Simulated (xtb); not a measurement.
xtb input (GFN1-xTB):

```bash
xtb mol.xyz --gfn 1 --opt tight --chrg 0 --uhf 0
```
mol.xyz:
```
12

C      2.51179544    -0.07512646    -0.70586987
O      1.25486394    -0.26333430    -1.34516479
B      0.05442089    -0.16847742    -0.74868714
Br    -0.08525830     0.26394457     1.17292812
O     -1.04894821    -0.37414428    -1.48768964
C     -2.38714847    -0.31075848    -1.00894200
H      3.27761142    -0.22165752    -1.46448298
H      2.59223692     0.93206084    -0.29526655
H      2.65111566    -0.79844188     0.09842910
H     -2.55452013    -1.04882533    -0.22361646
H     -2.61339888     0.68167739    -0.61731211
H     -3.03631668    -0.52534820    -1.85509281
```

End of the output:

```
     5   8 O        6   6 C                                       1.4097558
     1   6 C        7   1 H                                       1.0926225
     1   6 C        8   1 H                                       1.0965116
     1   6 C        9   1 H                                       1.0965116
     6   6 C       10   1 H                                       1.0965116
     6   6 C       11   1 H                                       1.0965116
Note: The following floating-point exceptions are signalling: IEEE_DENORMAL
normal termination of xtb
     6   6 C       12   1 H                                       1.0926225 (min)

 * 4 distinct bonds (by element types)

   Z      Z             #   av. dist./Å        max./Å        min./Å
   1 H    6 C           6     1.0952152     1.0965116     1.0926225
   5 B    8 O           2     1.3525357     1.3525357     1.3525357
   6 C    8 O           2     1.4097558     1.4097558     1.4097558
   5 B   35 Br          1     1.9687328     1.9687328     1.9687328

optimized geometry written to: xtbopt.xyz

           -------------------------------------------------
          | TOTAL ENERGY              -22.275539213515 Eh   |
          | GRADIENT NORM               0.000129746157 Eh/α |
          | HOMO-LUMO GAP               6.061920810479 eV   |
           -------------------------------------------------

------------------------------------------------------------------------
------------------------------------------------------------------------
 total:
 SCF:
 ANC optimizer:
```
